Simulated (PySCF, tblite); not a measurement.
Isomers of C4H10F2N2Si, one GFN2-xTB conformer each. Single-point energies are computed at PBE0/pcSseg-1 (PySCF, gas phase, no added dispersion term), electronic only.

**Question.** Rank them by PBE0/pcSseg-1 energy, lowest first (kcal/mol).
A. `[NH2:1][SiH2:2][NH:3][CH2:4]/[CH:5]=[CH:6]/[CH:7]([F:8])[F:9]` with H–N1–Si2–N3 178° and -48°, N1–Si2–N3–C4 177°, Si2–N3–C4–C5 80°, N3–C4–C5–C6 -128°, C5–C6–C7–F8 0°
B. `[F:1][CH2:2][C@@H:3]1[CH2:4][NH:5][Si@H:6]([CH2:7][F:8])[NH:9]1` with F1–C2–C3–C4 178°, N5–Si6–C7–F8 173°, C2–C3–C4–N5 -84°, C3–C4–N5–Si6 -36°, C4–N5–Si6–C7 143°, N5–Si6–N9–C3 2°

**Answer.** B (0.0), A (4.6).

As drawn, the lower has an Si–C bond, which the higher lacks; the higher has two fluorines on one carbon and a C=C bond outside aromatic rings, which the lower lacks. GFN2-xTB itself gives, in the same order: 0.0, 16.9. Both levels put the same isomer lowest.

**Question.** Which frontier levels, dipoles and rotational constants go with these structures?

**Answer.** 
```
                 SMILES  HOMO (eV, PBE0/pcSseg-1)  LUMO (eV)  dipole (D)       A, B, C (MHz)
FC[C@@H]1CN[Si@H](CF)N1                     -6.77       0.64        3.47  1993, 884.3, 705.4
    N[SiH2]NC/C=C/C(F)F                     -7.00      -0.28        2.83  3510, 440.4, 425.9
```

**Question.** What happens when harmonic zero-point energies from GFN2-xTB frequencies are added?

**Answer.** 
| SMILES | ZPE (kcal/mol) | electronic (kcal/mol) | with ZPE (kcal/mol) |
| --- | --- | --- | --- |
| FC[C@@H]1CN[Si@H](CF)N1 | 91.0 | 0.0 | 0.0 |
| N[SiH2]NC/C=C/C(F)F | 87.4 | 4.6 | 1.1 |

The zero-point energies span 3.6 kcal/mol. The order is unchanged.
